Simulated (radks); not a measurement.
Effect of the nuclear size on the promethium ion Pm+, [Xe] 4f5 6s1. All-electron calculation, Dirac Kohn-Sham, BLYP, spin-unpolarised, spherical densities, finite nucleus; open shells are shared between the two j in proportion to 2j + 1; Fermi nuclear charge, rms radius 4.962 fm. Program: a radial shooting solver on a logarithmic mesh with Libxc functionals. The rms radius is varied about that value; shifts are against it.

rms radius (fm)  total energy shift (eV)  density at nucleus (e/bohr^3)  1s1/2 shift (meV)  2s1/2 shift (meV)  5s1/2 shift (meV)  5p1/2 shift (meV)  6s1/2 shift (meV)  4f7/2 shift (meV)  6p1/2 (empty) shift (meV)
3.9795                             -5.27                      5.187e+05              -2180               -274              -2.08              0.184             -0.199              0.346                      0.052
4.7089                             -1.44                      4.989e+05               -597              -74.9             -0.570              0.050             -0.054              0.095                      0.014
4.962                                  0                      4.929e+05              0.000              0.000              0.000              0.000              0.000              0.000                      0.000
5.4086                              2.68                      4.832e+05               1110                139               1.06             -0.093              0.101             -0.176                     -0.027
6.1529                              7.55                       4.69e+05               3120                392               2.98             -0.263              0.285             -0.496                     -0.075

Slopes of the eigenvalues against <r^2> in GHz/fm^2, as finite differences over the two radii next to the reference (eigenvalue slopes, not the field-shift constants of lines): 1s1/2 58300, 2s1/2 7320, 5s1/2 55.7, 5p1/2 -4.91, 6s1/2 5.32, 4f7/2 -9.26, 6p1/2 (empty) -1.40.
